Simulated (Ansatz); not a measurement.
A made-up structure of SnH₃SO (charge -1), closed shell:

```xyz
6
angstrom
S 1.1793 -1.0744 0.2807
O -0.0320 -1.8853 1.2936
Sn -0.0912 0.3435 -0.1987
H -1.4147 -0.1307 -1.1885
H 0.9120 1.3413 -1.2590
H -0.5534 1.4056 1.0720
```

It is relaxed with PBE-D4/def2-SVPD and then PBE0-D4/def2-TZVPD (Ansatz 0.2.0). Atoms count as bonded within 1.22 times the sum of their covalent radii (H–H: 0.88 Å). The end point is not checked to be a true minimum.

**Question.** Does its bonding change? (Judge from chemistry; the calculation decides.)

**Answer.** Computed: No: no bond forms or breaks.

Where it ends: The first stage lowers the energy by 2.70 eV in 11 steps. It ends as SnH₃SO ([O][S][SnH3]), total charge -1:
```xyz
6
angstrom
S 1.1698 -1.4187 0.5184
O 0.2579 -2.2700 1.4445
Sn -0.0860 0.4870 -0.2982
H -1.5213 0.1360 -1.2277
H 0.8876 1.4793 -1.3436
H -0.7080 1.5865 0.9065
```

Labels in which every atom is bracketed show which atoms are joined, not bond orders.

For scale, one of the runs: PBE0-D4/def2-TZVPD relaxation, 169 basis functions, launched by `ansatz run in.yaml --threads 2 --pin off --events-out ev --progress --plain --max-ram 4352MiB`. Hardware: 2 CPU threads of an Arm Neoverse V1, shared host. Wall time about 33 s.
